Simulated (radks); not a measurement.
Values are calculated unless marked as measured or tabulated.
Task: These are the eigenvalues of the occupied orbitals of an atom or ion with whole-number occupations (hartree). Code: a radial shooting solver on a logarithmic mesh with Libxc functionals. Model: scalar-relativistic Kohn-Sham, PBE, spin-polarised, spherical densities, finite nucleus; Fermi nuclear charge, rms radius of each element as measured or else 0.836 A^(1/3) + 0.57 fm.

| orbital | eigenvalue |
|---|---|
| 1s up | -435.1751 |
| 1s down | -434.8825 |
| 2s up | -94.18298 |
| 2s down | -93.31376 |
| 2p up | -90.19780 |
| 3d up | -35.55887 |

Which element is it, and in what charge state? The configuration may be excited. Open shells, if any, are filled with parallel spins first.

Result: Z = 31, gallium, charge +24: Ga24+ in [He] 2s2 2p1 3d2. The list shows which subshells hold electrons but not how many an open one holds; the 1s level, -435.18 hartree, gives Z - s = 29.5 by -(Z - s)^2/2, which with screening and relativity narrows Z to a few neighbours, and the depths of the outer levels then fix element, charge and occupations together.
